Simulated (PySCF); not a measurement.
How methods differ on the excitation energy of Sn²⁺

Sn²⁺ [Kr] 4d10 5s2 (1S) → Sn²⁺ [Kr] 4d9 5s2 5p1 (high-spin determinant), as a difference of total energies. Calculation: PySCF 2.14, in ANO-RCC-VTZP (7s6p4d2f1g, 68 functions); scalar relativity by spin-free X2C-1e. Correlated levels: valence and next inner shell: [Ar] 3d10 frozen. The calculations carry no spin-orbit coupling.

```tsv
method	excitation energy (eV)
UHF	26.125
MP2 (valence and next inner shell)	27.285
SCS-MP2 (valence and next inner shell)	27.112
CCSD (valence and next inner shell)	26.863
CCSD(T) (valence and next inner shell)	26.853
```

Question: How much does correlation contribute at CCSD(T) (valence and next inner shell)?

Answer: 26.853 − (26.125) = 0.728 eV, measured against UHF.

A first-order spin-orbit estimate (lowest level to lowest level, LS coupling) adds -0.194 eV.

The basis was made for the ground configuration and has no added diffuse functions, so the excitation energy can come out too high.

The determinant of the upper state mixes LS terms, which raises its energy above the lowest term, most at the Hartree-Fock and MP2 levels.
